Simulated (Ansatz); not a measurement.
Ansatz results at the PBE0-D4/def2-TZVP geometry: HOMO–LUMO gap (PBE0/def2-TZVPP) 6.25 eV; zero-point energy (PBE0-D4/def2-TZVP) 139.2 kJ/mol; ideal-gas entropy at 298 K and 1 bar (rigid rotor, harmonic PBE0-D4/def2-TZVP) 312 J/(mol·K).

Each molecule was computed in one conformer, which needn't be the lowest.

Question: Which molecule gave them?
A. `[OH][Au-][P+](F)(F)F`
B. `CC(Cl)=C=O`
C. `C=CC(=O)Cl`
D. `ClC1=CCO1`

Answer: C. The others give `ClC1=CCO1`: 7.12, 142.1, 293; `[OH][Au-][P+](F)(F)F`: 6.24, 62.5, 385; `CC(Cl)=C=O`: 4.85, 138.5, 316.
